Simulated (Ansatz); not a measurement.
Consider the formal hydrolysis of the In–C bond: `O[CH2][InH][Br]` + H₂O → `[OH][InH][Br]` + CH₃OH.

Program: Ansatz. Geometries: PBE0-D4/def2-TZVP. ΔE: electronic, gas phase. CCSD(T)/CBS is the MP2 limit (def2-TZVPP, def2-QZVPP) plus CCSD(T) − MP2 in def2-TZVPP, frozen cores. This one scheme is used for every species. DFT in def2-TZVPP. B3LYP here is the variant with VWN-RPA as its local correlation; programs differ in this. HSE06 is defined as in plane-wave codes. def2 core potentials past Kr. For Br, In outer-core shells are correlated without core-valence functions, which leaves a few kJ/mol of doubt a bond. Scalar relativity is left out up to krypton. One conformer a species, not always the lowest.

```tsv
level	ΔE (kJ/mol)	difference from CCSD(T)/CBS
LDA (SPW92)	-30.8	20.6
PBE-D4	-40.9	10.5
revPBE-D4	-41.7	9.7
BLYP-D4	-47.9	3.5
r2SCAN-D4	-49.8	1.6
PBE0-D4	-43.5	7.9
B3LYP-D4	-49.6	1.8
r2SCAN0-D4	-49.1	2.3
HSE06-D4	-43.1	8.3
BHLYP-D4	-54.9	-3.5
ωB97X-V	-56.4	-5.0
B2PLYP	-57.5	-6.1
PBE-QIDH	-50.7	0.7
PBE	-45.0	6.4
revPBE	-49.8	1.6
BLYP	-56.4	-5.0
r2SCAN	-50.8	0.6
PBE0	-47.1	4.3
B3LYP	-56.5	-5.1
r2SCANh	-50.6	0.8
r2SCAN0	-50.4	1.0
HSE06	-46.6	4.8
BHLYP	-61.3	-9.9
CAM-B3LYP	-59.9	-8.5
LC-ωPBE	-58.6	-7.2
RPA@PBE/def2-TZVPP	-54.0	-2.6
HF/def2-SVP	-71.9	-20.5
MP2/def2-SVP	-66.0	-14.6
CCSD/def2-SVP	-64.6	-13.2
HF/def2-TZVPP	-76.4	-25.0
MP2/def2-TZVPP	-49.7	1.7
SCS-MP2/def2-TZVPP	-57.1	-5.7
CCSD/def2-TZVPP	-53.8	-2.4
CCSD(T)/def2-TZVPP	-51.4	0.0
HF/def2-QZVPP	-77.8	-26.4
MP2/def2-QZVPP	-50.2	1.2
SCS-MP2/def2-QZVPP	-57.7	-6.3
HF/CBS(def2)	-78.0	-26.6
MP2/CBS(def2)	-49.7	1.7
CCSD/CBS(def2)	-53.8	-2.4
CCSD(T)/CBS	-51.4	0
```

Largest T1 diagnostic among the species: 0.014.

Leaving LDA and LC-ωPBE aside and taking each functional with its dispersion term where it has one, the values, not all of them listed here, spread over 17.0 kJ/mol, from B97M-V to PBE-D4. LDA lies +14.2 kJ/mol from PBE without D4. From BLYP to BHLYP (50 % exact exchange), in def2-TZVPP and without D4, ΔE moves by −4.9 kJ/mol. At CCSD(T), def2-SVP lies −11.8 kJ/mol from the extrapolated value and def2-TZVPP +0.0 kJ/mol.

CCSD(T)/CBS has its own doubt, a few kJ/mol and more with outer-core shells, so smaller differences from it don't rank the levels.
